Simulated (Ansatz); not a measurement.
Basis-set extrapolation for `CCC(C)OC(C)(C)C` (PBE0-D4/def2-TZVP geometry, frozen core, the Gaussian-basis code of Ansatz). Multiplicity 1, RHF reference.

|  | def2-TZVPP | def2-QZVPP |
| --- | --- | --- |
| HF | -388.433841 | -388.452011 |
| MP2 correlation | -1.652934 | -1.759216 |
| CCSD(T) correlation | -1.810522 | not run |

Energies in hartree. Use E(X) = E(∞) + A·exp(−7.88·√X) for Hartree–Fock and E(X) = E(∞) + B·X^(−2.97) for correlation, with X = 3 and 4, and add CCSD(T) minus MP2 of the smaller set to the MP2 limit.

Question: What is the CCSD(T) energy at the basis-set limit?

Answer: HF limit: -388.452011 + (-0.018170) × 0.13774 = -388.45451. MP2 limit: -1.759216 + (-0.106282) × 0.74074 = -1.83794. Higher-order term: -1.810522 − (-1.652934) = -0.15759. Total: -390.45004 hartree, 540.0 kJ/mol below CCSD(T)/def2-TZVPP.
